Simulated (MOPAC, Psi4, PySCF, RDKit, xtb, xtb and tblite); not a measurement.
Two geometries of SMILES C1CC1C1CC1, relaxed at GFN2-xTB with one dihedral held; other torsions can differ between them too.

Structure A

```
16

C      1.8447    -0.7555    -0.0481
C      1.8127     0.6931     0.3270
C      0.5386    -0.0983     0.2907
C     -0.4954     0.1005    -0.7763
C     -1.6419     1.0397    -0.5398
C     -0.6002     1.3750    -1.5608
H      2.0267    -1.0010    -1.0836
H      2.2666    -1.4651     0.6475
H      1.9963     1.4152    -0.4530
H      2.2059     0.9863     1.2889
H      0.1124    -0.3568     1.2550
H     -0.7312    -0.8108    -1.3170
H     -1.6428     1.6056     0.3796
H     -2.6273     0.7534    -0.8749
H     -0.8627     1.3123    -2.6063
H      0.0806     2.1804    -1.3340
```

Structure B

```
16

C      1.8394    -0.7613    -0.0512
C      1.7998     0.6796     0.3592
C      0.5286    -0.1079     0.2797
C     -0.5028     0.1050    -0.7834
C     -1.2214     1.4187    -0.8938
C     -0.2822     0.9819    -1.9769
H      2.0380    -0.9810    -1.0893
H      2.2502    -1.4865     0.6346
H      2.0026     1.4294    -0.3888
H      2.1696     0.9442     1.3386
H      0.0843    -0.3864     1.2305
H     -1.1043    -0.7829    -0.9533
H     -0.8991     2.2182    -0.2440
H     -2.2820     1.4198    -1.0940
H     -0.7001     0.6647    -2.9208
H      0.6557     1.5041    -2.0813
```

Problem. Which is lower in energy at the level wB97X-D/def2-TZVP // GFN2-xTB in Psi4, and by how much?

Solution. B is lower, by 1.00 kcal/mol (dihedral C1–C3–C4–C5: -165° in A, -135° in B).

E(B) − E(A) in kcal/mol at the other levels, on the same two geometries: GFN2-xTB (xtb and tblite) -0.37; MMFF94 // GFN2-xTB (RDKit) -0.14; PBE/def2-TZVP // GFN2-xTB (Psi4) -0.83; PBE-D3(BJ)/def2-TZVP // GFN2-xTB (Psi4) -0.95; UFF // GFN2-xTB (RDKit) 2.35; PM3, restricted, heats of formation // GFN2-xTB (MOPAC) 0.08; AM1, restricted, heats of formation // GFN2-xTB (MOPAC) 0.31; GFN1-xTB // GFN2-xTB (xtb) -0.41; restricted B3LYP/6-31G*, spherical d, density fitting // GFN2-xTB (PySCF) -0.80; restricted Hartree-Fock/STO-3G // GFN2-xTB (PySCF) -0.69; restricted Hartree-Fock/6-31G*, spherical d, density fitting // GFN2-xTB (PySCF) -0.81; restricted B3LYP/LANL2DZ // GFN2-xTB (PySCF) -0.82.
